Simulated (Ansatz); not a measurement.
Consider the ligand exchange at the Al–F bond: `[F][AlH2]` + `O[Si](O)(O)O` → `O[Si](O)(O)[O][AlH2]` + H–F.

Program: Ansatz. Geometries: PBE0-D4/def2-TZVP. ΔE: electronic, gas phase. CBS: MP2 limit from def2 TZ/QZ plus the TZ coupled-cluster correction, frozen cores. This one scheme is used for every species. Functionals use def2-TZVPP. HSE06 is defined as in plane-wave codes. One conformer a species, not always the lowest.

(1) Is it downhill or uphill in electronic energy at CCSD(T)/CBS, and by how much? (Estimate.)

(2) What do these levels give: LDA (SPW92), r2SCAN-D4, BHLYP-D4, revPBE, PBE0, HSE06, BHLYP, CAM-B3LYP, MP2/def2-SVP, MP2/def2-QZVPP, SCS-MP2/def2-QZVPP, CCSD/CBS(def2)? (An estimate is asked.)

Largest T1 diagnostic among the species: 0.012.

## Answers

(1) The calculation gave: Uphill: ΔE = +25.3 kJ/mol.

(2) Ansatz gave: LDA (SPW92) 30.9, r2SCAN-D4 30.5, BHLYP-D4 24.4, revPBE 36.4, PBE0 31.2, HSE06 31.0, BHLYP 32.0, CAM-B3LYP 34.3, MP2/def2-SVP 29.6, MP2/def2-QZVPP 25.1, SCS-MP2/def2-QZVPP 26.6, CCSD/CBS(def2) 25.8 kJ/mol.

Leaving LDA and LC-ωPBE aside and taking each functional with its dispersion term where it has one, the values, not all of them listed here, spread over 7.6 kJ/mol, from BHLYP-D4 to B97M-V. LDA lies −4.2 kJ/mol from PBE without D4. The D4 term adds −7.5 kJ/mol with B3LYP and −4.4 kJ/mol with PBE0; it sums over pairs of atoms, weighted by their polarisabilities, and B3LYP, whose exchange is more repulsive, gets the larger term. From PBE to PBE0 (25 % exact exchange), in def2-TZVPP and without D4, ΔE moves by −3.9 kJ/mol.

B3LYP here is the variant with VWN-RPA as its local correlation; programs differ in this.
